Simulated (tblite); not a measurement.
C7H9FO.
Numbering: `[CH:1]#[C:2]/[C:3](=[CH:4]/[F:5])[CH2:6][O:7][CH2:8][CH3:9]` (hydrogens: H10 on C1; H11 on C4; H12, H13 on C6; H14, H15 on C8; H16, H17, H18 on C9)

Computed with GFN2-xTB (tblite), gas phase: L-BFGS steps from a force-field or distance-geometry start until the largest atomic force falls under 0.01 eV/Å.

Step 1: E = -768.9040 eV
```
atom  x, y, z in Å  |  force x, y, z in eV/Å
C1      3.0916    0.5488   -2.0532   -0.069  -0.006  -0.029
C2      2.3541   -0.0267   -1.2939    0.176  -0.102   0.144
C3      1.4723   -0.6954   -0.4013    0.912  -1.220   1.249
C4      1.9084   -1.6343    0.4914   -0.541   1.703  -1.578
F5      1.0649   -2.2605    1.3250    0.387   0.003  -0.115
C6      0.0324   -0.3543   -0.4923    0.082   0.058  -0.412
O7     -0.1663    1.0161   -0.2192   -0.363  -0.180   0.405
C8     -1.5409    1.2437   -0.3792   -0.383  -0.199  -0.227
C9     -2.4302    0.4533    0.5932   -0.565   0.288  -0.016
H10     3.7202    1.0608   -2.7393   -0.285  -0.234   0.330
H11     2.9503   -1.8713    0.5242    0.203  -0.486   0.443
H12    -0.2539   -0.5188   -1.5447   -0.257  -0.199  -0.121
H13    -0.5896   -1.0024    0.1539    0.476   0.241  -0.140
H14    -1.7795    0.8739   -1.3914   -0.344   0.391  -0.150
H15    -1.7708    2.3178   -0.3161    0.415  -0.291   0.108
H16    -3.4079    0.9255    0.5476   -0.172  -0.024   0.099
H17    -2.5793   -0.5925    0.2945    0.192   0.354   0.193
H18    -2.0844    0.5226    1.6244    0.137  -0.098  -0.183
```

Step 2: E = -768.9920 eV
```
atom  x, y, z in Å  |  force x, y, z in eV/Å
C1      3.0889    0.5474   -2.0520   -0.133  -0.069   0.060
C2      2.3562   -0.0296   -1.2901    0.257  -0.055   0.083
C3      1.4820   -0.7020   -0.3932    0.098  -0.039   0.105
C4      1.9046   -1.6183    0.4769    0.290   0.277  -0.259
F5      1.0731   -2.2589    1.3212    0.377   0.104  -0.220
C6      0.0358   -0.3562   -0.4989    0.166   0.170  -0.220
O7     -0.1701    1.0143   -0.2113   -0.445  -0.300   0.205
C8     -1.5475    1.2425   -0.3893   -0.248  -0.281   0.367
C9     -2.4468    0.4598    0.5986    0.266   0.004  -0.361
H10     3.7160    1.0574   -2.7345   -0.205  -0.157   0.226
H11     2.9514   -1.8788    0.5313   -0.089  -0.320   0.347
H12    -0.2580   -0.5222   -1.5465   -0.180  -0.172  -0.151
H13    -0.5817   -0.9979    0.1512    0.388   0.127  -0.094
H14    -1.7849    0.8812   -1.3917   -0.366   0.258  -0.394
H15    -1.7636    2.3114   -0.3139    0.330  -0.079   0.074
H16    -3.4062    0.9231    0.5490   -0.735   0.242   0.107
H17    -2.5757   -0.5874    0.2972    0.103   0.317   0.190
H18    -2.0824    0.5205    1.6196    0.124  -0.026  -0.065
```

Step 3: E = -769.0481 eV
```
atom  x, y, z in Å  |  force x, y, z in eV/Å
C1      3.0846    0.5451   -2.0499    0.085   0.093  -0.146
C2      2.3619   -0.0324   -1.2863    0.017  -0.205   0.296
C3      1.4872   -0.7023   -0.3907   -0.154   0.491  -0.439
C4      1.9097   -1.6087    0.4682    0.479  -0.372   0.368
F5      1.0846   -2.2559    1.3147    0.272   0.094  -0.184
C6      0.0411   -0.3547   -0.5063    0.061   0.102  -0.089
O7     -0.1797    1.0081   -0.2033   -0.320  -0.234   0.070
C8     -1.5555    1.2373   -0.3891   -0.132  -0.198   0.244
C9     -2.4518    0.4635    0.5959    0.106   0.116  -0.195
H10     3.7102    1.0530   -2.7281   -0.101  -0.072   0.107
H11     2.9497   -1.8883    0.5413   -0.026  -0.223   0.247
H12    -0.2633   -0.5271   -1.5502   -0.102  -0.122  -0.140
H13    -0.5705   -0.9931    0.1481    0.314   0.001  -0.060
H14    -1.7942    0.8898   -1.3987   -0.317   0.225  -0.306
H15    -1.7537    2.3064   -0.3113    0.253   0.024   0.086
H16    -3.4180    0.9259    0.5516   -0.549   0.154   0.121
H17    -2.5719   -0.5790    0.3020    0.028   0.097   0.101
H18    -2.0791    0.5189    1.6156    0.085   0.029  -0.081
```

Q: Estimate the geometry and energy of step 4. (The exact step hangs on the optimiser's Hessian estimate; all steps are aligned on step 3, rigid shifts and turns removed.)

A: E = -769.0949 eV, largest force 1.543 eV/Å
```
atom  x, y, z in Å  |  force x, y, z in eV/Å
C1      3.0821    0.5452   -2.0519   -0.894  -0.720   0.948
C2      2.3683   -0.0427   -1.2720    1.022   0.724  -0.902
C3      1.4944   -0.6946   -0.3942   -0.364   0.287  -0.243
C4      1.9242   -1.5990    0.4602    0.383  -0.538   0.536
F5      1.1073   -2.2498    1.3017   -0.035  -0.037   0.024
C6      0.0491   -0.3517   -0.5194   -0.120  -0.039   0.034
O7     -0.1994    0.9949   -0.1893   -0.088  -0.080  -0.148
C8     -1.5704    1.2264   -0.3887    0.002   0.114  -0.046
C9     -2.4641    0.4744    0.5916   -0.122   0.068   0.074
H10     3.6997    1.0450   -2.7165    0.311   0.253  -0.335
H11     2.9488   -1.9078    0.5615    0.185  -0.076   0.075
H12    -0.2734   -0.5369   -1.5584    0.020  -0.020  -0.080
H13    -0.5470   -0.9860    0.1420    0.148  -0.259   0.032
H14    -1.8147    0.9083   -1.4134   -0.210   0.163  -0.093
H15    -1.7335    2.2986   -0.3052    0.122   0.137   0.097
H16    -3.4422    0.9309    0.5581   -0.259   0.036   0.133
H17    -2.5656   -0.5660    0.3107   -0.106  -0.155  -0.017
H18    -2.0725    0.5171    1.6068    0.004   0.144  -0.086
```

The energy changes by -0.0468 eV. The first-order estimate −F·Δx gives -0.1000 eV and the mean of the old and new forces, exact on a quadratic surface, -0.0464 eV. The step makes an angle of 45° with the force vector and moves no atom by more than 0.031 Å.

The cost below is that of the whole relaxation. Time: 0.67 s. Hardware: an Arm Neoverse V1 with one thread, shared host with 64 logical CPUs at a one-minute load of 12.
